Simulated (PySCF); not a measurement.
Cl₄Ge, charge -1, doublet, at a GFN2-xTB geometry (a state made from the parent by changing its charge; the spin is typed, not shown lowest); PySCF with DF-PBE0/6-31G*.

The PySCF input:
```python
from pyscf import gto, scf, dft

mol = gto.Mole()
mol.atom = '''
    Cl   -0.73927498   -1.61454827   -1.82718074
    Ge   -0.19848263   -0.16397815    0.08629560
    Cl    2.05412351   -0.43159502    0.15916763
    Cl   -0.31402701    1.86919085   -0.91572080
    Cl   -0.62720716    0.48561719    2.42129515
'''
mol.basis = '6-31g*'
mol.charge = -1
mol.spin = 1
mol.verbose = 4
mol.build()

mf = dft.UKS(mol)
mf.xc = 'pbe0'
mf.grids.level = 5
mf = mf.density_fit(auxbasis='def2-universal-jkfit')
mf.kernel()
```

Output, abridged:

```
PySCF version 2.14.0

[INPUT] verbose = 4
[INPUT] num. atoms = 5
[INPUT] num. electrons = 101
[INPUT] charge = -1
[INPUT] spin (= nelec alpha-beta = 2S) = 1
[INPUT] symmetry False subgroup None
[INPUT] Mole.unit = angstrom
[INPUT] Symbol           X                Y                Z      unit          X                Y                Z       unit  Magmom
[INPUT]  1 Cl    -0.739274980000  -1.614548270000  -1.827180740000 AA   -1.397027242943  -3.051054045190  -3.452871178680 Bohr   0.0
[INPUT]  2 Ge    -0.198482630000  -0.163978150000   0.086295600000 AA   -0.375077811183  -0.309873793913   0.163075049755 Bohr   0.0
[INPUT]  3 Cl     2.054123510000  -0.431595020000   0.159167630000 AA    3.881730859930  -0.815596384526   0.300783228596 Bohr   0.0
[INPUT]  4 Cl    -0.314027010000   1.869190850000  -0.915720800000 AA   -0.593425044616   3.532258781043  -1.730461518568 Bohr   0.0
[INPUT]  5 Cl    -0.627207160000   0.485617190000   2.421295150000 AA   -1.185249755766   0.917683490481   4.575584700238 Bohr   0.0

nuclear repulsion = 732.602410945266
number of shells = 44
number of NR pGTOs = 299
number of NR cGTOs = 104
basis = 6-31g*
ecp = {}

******** <class 'pyscf.df.df_jk.DFUKS'> ********
method = DFUKS
initial guess = minao
damping factor = 0
level_shift factor = 0
DIIS = <class 'pyscf.scf.diis.CDIIS'>
diis_start_cycle = 1
diis_space = 8
diis_damp = 0
SCF conv_tol = 1e-09
SCF conv_tol_grad = None
SCF max_cycles = 50
direct_scf = False
number electrons alpha = 51  beta = 50
XC library pyscf.dft.libxc version 7.1.2
    S. Lehtola, C. Steigemann, M. J. T. Oliveira, and M. A. L. Marques,  SoftwareX 7, 1–5 (2018)
XC functionals = pbe0
    C. Adamo and V. Barone,  J. Chem. Phys. 110, 6158 (1999)
    M. Ernzerhof and G. E. Scuseria,  J. Chem. Phys. 110, 5029 (1999)
radial grids:
    Treutler-Ahlrichs [JCP 102, 346 (1995); DOI:10.1063/1.469408] (M4) radial grids

becke partition: Becke, JCP 88, 2547 (1988); DOI:10.1063/1.454033
pruning grids: <function nwchem_prune>
grids dens level: 5
symmetrized grids: False
atomic radii adjust function: <function treutler_atomic_radii_adjust>
small_rho_cutoff = 0
Set gradient conv threshold to 3.16228e-05
tot grids = 216928
******** <class 'pyscf.df.df.DF'> ********
auxbasis = def2-universal-jkfit
init E= -3916.06637955454

cycle= 1 E= -3916.69185105232  delta_E= -0.625  |g|= 0.471  |ddm|= 1.77
cycle= 2 E= -3916.56659797269  delta_E= 0.125  |g|= 0.701  |ddm|= 1.46
cycle= 3 E= -3916.81412962914  delta_E= -0.248  |g|= 0.0472  |ddm|= 0.866
cycle= 4 E= -3916.81545078196  delta_E= -0.00132  |g|= 0.013  |ddm|= 0.0941
cycle= 5 E= -3916.81556644644  delta_E= -0.000116  |g|= 0.0025  |ddm|= 0.0244
cycle= 6 E= -3916.81557399842  delta_E= -7.55e-06  |g|= 0.00135  |ddm|= 0.00744
cycle= 7 E= -3916.81557584714  delta_E= -1.85e-06  |g|= 0.000513  |ddm|= 0.00437
cycle= 8 E= -3916.81557608395  delta_E= -2.37e-07  |g|= 0.000137  |ddm|= 0.00122
cycle= 9 E= -3916.81557610293  delta_E= -1.9e-08  |g|= 4.38e-05  |ddm|= 0.000311
cycle= 10 E= -3916.81557610548  delta_E= -2.55e-09  |g|= 1.65e-05  |ddm|= 0.000167
cycle= 11 E= -3916.81557610563  delta_E= -1.53e-10  |g|= 1.05e-05  |ddm|= 3.93e-05
Extra cycle  E= -3916.81557610562  delta_E= 7.28e-12  |g|= 1.29e-05  |ddm|= 3.54e-05
converged SCF energy = -3916.81557610562  <S^2> = 0.75451096  2S+1 = 2.0045059
```
